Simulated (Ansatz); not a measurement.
A run for Ansatz (a first-principles code): R-wB97X-V/def2-TZVPPD on CH8Ge (a complex), monomers drawn apart or pushed together. Files ending in .json are basis or fitting sets from the Basis Set Exchange.

Ansatz 0.2 input:
```yaml
crystal:
  periodic: [false, false, false]
  atoms:
    - {symbol: C, position_ang: [-0.00182097, 0.15339265, 0.24147664]}
    - {symbol: H, position_ang: [-0.92165666, -0.32997903, 0.56776803]}
    - {symbol: H, position_ang: [0.85327762, -0.44232511, 0.55804959]}
    - {symbol: H, position_ang: [-0.00231193, 0.23943448, -0.84429439]}
    - {symbol: H, position_ang: [0.06360676, 1.14630159, 0.68426268]}
    - {symbol: Ge, position_ang: [0.00322464, -0.27594805, 5.58377947]}
    - {symbol: H, position_ang: [0.95822200, -1.31378694, 4.97714189]}
    - {symbol: H, position_ang: [0.46148902, 1.13539579, 5.18978633]}
    - {symbol: H, position_ang: [0.01221991, -0.40686622, 7.11465913]}
    - {symbol: H, position_ang: [-1.41909710, -0.51887141, 5.05920044]}
basis:
  gaussian:
    orbitals: def2-TZVPPD.json
hamiltonian:
  xc: {name: wB97X-V}
scf: {lower_state_search: off}
```

Output:

```
WARN ansatz: RAYON_NUM_THREADS=1 ignored (pool sized by the plan → 1); use --threads N
Functional definition: wB97X-V
these checks for a lower state are left out or cut short: stability, starts, cluster_reference, orbital_swaps, neighbouring_geometries, increment
integrals: 0.15 GiB planned
1060 factors; their error is unknown
integrals: 0.18 GiB planned
331 factors; integrals over basis functions are off by at most 2.0e-5 eV
mean field: 1.31 GiB planned
mean field evaluation 1: about -57677.9563 eV, gradient 3.5e1 eV
mean field evaluation 2: about -57679.1796 eV, gradient 2.5e1 eV
mean field evaluation 4: about -57680.2193 eV, gradient 1.1e0 eV
mean field evaluation 8: about -57680.3696 eV, gradient 6.5e-3 eV
mean field -57680.36961002 eV, -2119.7144860096 hartree, gradient 2.7e-6 eV, S^2 0.000000; 0 other end points of the search recorded, 0 dependent functions left out
reference -57680.36960769 eV, -2119.7144859239 hartree; 23, 23 occupied and 204, 204 virtual orbitals, 1060 factors
Total energy: -57680.36960769 eV, -2119.7144859239 hartree
Checks for a lower state left out: stability, starts, cluster_reference, orbital_swaps, neighbouring_geometries, increment
```

The calculation finished and met its thresholds.

Cost: around 4 core-seconds (rough).
